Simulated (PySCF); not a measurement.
**Excitation energy of S by level of theory**

S [Ne] 3s2 3p4 (3P) → S [Ne] 3s1 3p5 (3P), as a difference of total energies. All numbers are calculated (PySCF 2.14, the non-relativistic Hamiltonian (point nucleus), in aug-cc-pV(D+d)Z (5s4p3d, 32 functions)). Correlated levels: valence: [Ne] frozen. The calculations carry no spin-orbit coupling.

```tsv
method	excitation energy (eV)	error (eV)
UHF	11.474	+2.546
LDA	9.942	+1.014
PBE	9.966	+1.038
PBE0	10.388	+1.460
r2SCAN	10.124	+1.196
r2SCAN0	10.447	+1.519
BHandHLYP	10.814	+1.886
PW91	9.963	+1.035
wB97X-V	10.588	+1.660
MP2 (valence)	10.344	+1.416
SCS-MP2 (valence)	10.192	+1.264
```

Reference: 8.928 eV (measured; NIST levels, between the centres of gravity of the two terms).

Errors of the correlated levels include the incompleteness of this basis and the frozen core.
